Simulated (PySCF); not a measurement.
**Two-component Hartree-Fock for Te⁻ (tellurium, charge -1)**

Start: [Kr] 4d10 5s2 5p5; 5p1/2 filled at m_j = +1/2; 5p3/2 filled at m_j = -3/2, -1/2, +1/2, +3/2. Calculated with PySCF 2.14 in x2c-TZVPall-2c with one added diffuse shell each of s, p, d, f type (9s10p6d3f, 90 functions): generalised Hartree-Fock with the X2C-1e Hamiltonian and a Gaussian nucleus; one run each with spin-orbit coupling (SO) screened by Boettger's factors, then bare. This is a chosen level, not necessarily the ground level.

```csv
spinor shell,electrons,"ε, screened SO (eV)","ε, bare SO (eV)",weight of nominal j (bare SO),"rms radius, bare SO (bohr)"
1s1/2,2,-31962.5,-31962.3,1.000,0.0318
2s1/2,2,-4992.6,-4992.5,1.000,0.130
2p1/2,2,-4665.6,-4673.9,1.000,0.112
2p3/2,4,-4388.6,-4385.2,1.000,0.117
3s1/2,2,-1029.6,-1029.6,1.000,0.343
3p1/2,2,-893.79,-895.37,1.000,0.335
3p3/2,4,-840.56,-839.91,1.000,0.347
3d3/2,4,-603.09,-604.67,1.000,0.320
3d5/2,6,-592.19,-591.16,1.000,0.323
4s1/2,2,-186.25,-186.26,1.000,0.815
4p1/2,2,-137.26,-137.58,1.000,0.858
4p3/2,4,-127.16,-127.03,1.000,0.887
4d3/2,4,-46.991,-47.227,1.000,1.04
5s1/2,2,-13.765,-13.769,0.998,2.36
5p1/2,1,-3.969,-4.001,0.997,2.97
5p3/2,4,-2.270,-2.264,0.994,3.30
```

Task: Where does 4d5/2 lie, and what is the 4d spin-orbit splitting (bare SO)?

Result: At -45.299 eV, 1.928 eV above 4d3/2.

```json
{"quantity": "E (hartree)", "screened SO": "-6791.87282", "bare SO": "-6792.03832"}
{"quantity": "M_J", "screened SO": "1/2", "bare SO": "1/2"}
{"quantity": "⟨J²⟩", "screened SO": "0.822", "bare SO": "0.818"}
{"quantity": "⟨L²⟩", "screened SO": "2.080", "bare SO": "2.084"}
{"quantity": "⟨S²⟩", "screened SO": "0.805", "bare SO": "0.809"}
```

Each row is a mean over spinors that exchange with the open shell spreads, by up to 1.345 eV (5s1/2).

⟨J²⟩ departs a little from M_J(M_J + 1) because the unrestricted spinors polarise the closed shells.

Breit and QED terms are absent; they matter most for the inner s and p1/2 levels.

Densities and radii are taken from the X2C orbitals without a picture-change correction, which distorts them close to the nucleus.
